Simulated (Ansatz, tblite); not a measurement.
Two members of one family (Same ligands, another metal), computed with Ansatz in the gas phase. HOMO and LUMO are taken over both spins. Binding counts from free atoms in the multiplicity of their measured ground term, without zero-point energy. A dash marks a value that wasn't run or was left out as unsound. The structures are stationary points that may keep the symmetry of their start. Remarks come from the PBE and PBE0 runs and from stability tests at other levels; not every state was tested.

First: FeCl3 (sextet, charge 0, r2SCAN-D4/def2-SVP geometry).

```xyz
4

Fe    0.003   -0.008    0.000
Cl   -0.105   -0.084   -2.140
Cl    1.793    0.681    0.960
Cl   -1.691   -0.589    1.180
```

```csv
level,HOMO (eV),LUMO (eV),gap (eV),binding per atom (eV)
BLYP-D4/def2-TZVP,-7.07,-6.36,0.71,2.75
B97M-V/def2-TZVP,-8.05,-6.19,1.86,2.81
B3LYP-D4/6-31G,-9.13,-5.91,3.22,2.46
PBE0-D4/def2-TZVP,-9.16,-5.11,4.05,2.72
PBE0-D4/def2-TZVPD,-9.21,-5.15,4.06,2.72
```

Metal–donor distances: 3 × Cl 2.14 Å. The relaxed quartet lies at 0.42 eV (BLYP-D4/def2-TZVP) to 0.94 eV (r2SCANh-D4/def2-TZVP) from the sextet. Remarks: spin-contaminated (⟨S²⟩ up to 2.34) (doublet), spin-contaminated (⟨S²⟩ up to 4.07) (quartet).

Second: TiCl3 (doublet, charge 0, r2SCAN-D4/def2-SVP geometry).

```xyz
4

Ti   -0.0025    0.0036   -0.0070
Cl    0.8449   -1.6112   -1.2146
Cl   -2.0617   -0.1368    0.7184
Cl    1.2194    1.7444    0.5033
```

**Question.** Estimate the same table for the second.

**Answer.** 
```tsv
level	HOMO (eV)	LUMO (eV)	gap (eV)	binding per atom (eV)
BLYP-D4/def2-TZVP	-5.39	-4.20	1.19	–
B97M-V/def2-TZVP	-6.15	-4.18	1.97	3.68
B3LYP-D4/6-31G	-7.63	-3.73	3.91	3.30
PBE0-D4/def2-TZVP	-7.70	-3.26	4.44	3.57
PBE0-D4/def2-TZVPD	-7.71	-3.28	4.43	3.57
```

Metal–donor distances: 3 × Cl 2.19 Å.
